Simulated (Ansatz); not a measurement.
Total energies of SnH2(NHEt)2 (C4H14N2Sn) from Ansatz at PBE0-D4/def2-TZVPD, gas phase (1 Eh = 27.2114 eV = 2625.5 kJ/mol). The reference geometry is relaxed at PBE-D4/def2-SVP.

```xyz
21

Sn   -0.205   -0.025   -0.426
H     0.500    0.263   -1.991
H    -1.893   -0.441   -0.533
N     0.375    1.640    0.642
C     0.303    2.973    0.060
C    -1.099    3.586   -0.053
H     0.017    1.624    1.605
H     0.950    3.660    0.656
H     0.770    2.938   -0.950
H    -1.753    2.973   -0.710
H    -1.066    4.614   -0.472
H    -1.589    3.643    0.942
N     0.549   -1.515    0.781
C     0.109   -2.895    0.637
C     0.663   -3.660   -0.572
H     1.568   -1.449    0.893
H     0.369   -3.454    1.568
H    -1.004   -2.903    0.595
H     0.354   -3.181   -1.525
H     0.309   -4.713   -0.590
H     1.774   -3.679   -0.555
```

| state | geometry | energy (Eh) |
| --- | --- | --- |
| charge 0 singlet | reference | -484.42972 |
| charge -1 doublet | reference | -484.39654 |
| free Sn atom (triplet) | – | -214.25878 |
| free H atom (doublet) | – | -0.50104 |
| free N atom (quartet) | – | -54.54388 |
| free C atom (triplet) | – | -37.80543 |

In the def2 sets Sn takes a core potential; there is no spin–orbit coupling.

(1) Work out the vertical electron affinity, to the doublet.

(2) What is the binding energy per atom against free atoms?

(1) E(charge 0 singlet) − E(charge -1 doublet) = -484.42972 − (-484.39654) = -0.03318 Eh = -0.90 eV; negative, so the extra electron isn't bound.

(2) Atoms: 1 × (-214.25878) + 14 × (-0.50104) + 2 × (-54.54388) + 4 × (-37.80543) = -481.58282 Eh. Binding: -481.58282 − (-484.42972) = 2.84690 Eh = 77.47 eV, or 3.69 eV for each of 21 atoms (no zero-point energy, no counterpoise term).

At PBE0-D4/def2-TZVPD the highest occupied level of the charge -1 doublet lies above zero (up to 1.81 eV). By energy differences it is unbound by 0.90 eV (vertical, against the charge 0 singlet, at PBE0-D4/def2-TZVPD) and held by the finite basis.
